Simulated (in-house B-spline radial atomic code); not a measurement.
## N VI (N5+): 1s1 (4p1/2)1 (an excited or competing configuration)

Method: Dirac-Hartree-Fock, average of the jj configuration, Fermi nucleus of rms radius 2.5582 fm. Calculated with a radial B-spline atomic code at the basis-set limit.

Screening seen three ways: the hydrogenic charge with the same mean radius, Z_r = [3n² - l(l+1)]/(2<r>), the one with the same energy, Z_e = n√(-2ε), and Slater's rules. Values are occupation-weighted means over j.

| shell | electrons | ε (eV) | <r> (bohr) | Z_r | Z_e | Slater |
| --- | --- | --- | --- | --- | --- | --- |
| 1s | 1 | -657.04 | 0.2142 | 7.00 | 6.95 | 7.00 |
| 4p | 1 | -30.871 | 3.8 | 6.05 | 6.03 | 6.00 |

The least bound orbital is 4p1/2 at -30.87 eV, and it is also the most diffuse (<r> = 3.8 bohr).

For the 1s electron the small component carries 0.0652 % of the norm, the zero-frequency Breit interaction raises the level by 0.001046 eV, self-energy by 0.04408 eV, and vacuum polarisation lowers it by 0.002046 eV.
